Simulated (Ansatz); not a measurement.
C2H6FNSi can be A, `N/C(F)=C/[SiH3]`, or B, `C=C(F)N[SiH3]`.

Gas-phase electronic energies from Ansatz, PBE0-D4/def2-TZVP geometries. CCSD(T)/CBS is the MP2 limit (def2-TZVPP, def2-QZVPP) plus CCSD(T) − MP2 in def2-TZVPP, frozen cores. Functionals use def2-TZVPP. B3LYP here is the variant with VWN-RPA as its local correlation; programs differ in this. Each species was taken in one conformer, which may not be the lowest.

**Question.** Which is lower in electronic energy at CCSD(T)/CBS, and by how much? (Best estimate.)

**Answer.** Ansatz gave: B, by 9.1 kcal/mol.

**Question.** Give E(B) − E(A) in kcal/mol with MP2/def2-TZVPP, r2SCAN-D4, HF/def2-TZVPP, ωB97M-V, B2PLYP, B3LYP-D4, B3LYP. (Estimate.)

**Answer.** Ansatz gave: MP2/def2-TZVPP -9.0, r2SCAN-D4 -7.7, HF/def2-TZVPP -10.6, ωB97M-V -8.6, B2PLYP -9.0, B3LYP-D4 -8.9, B3LYP -8.7. None reverses the order clearly.

Largest T1 diagnostic: 0.012.

In def2-TZVPP, CCSD(T) changes the Hartree–Fock value by +1.6 kcal/mol (the triples alone add +0.4 kcal/mol) and MP2 by +1.6 kcal/mol.
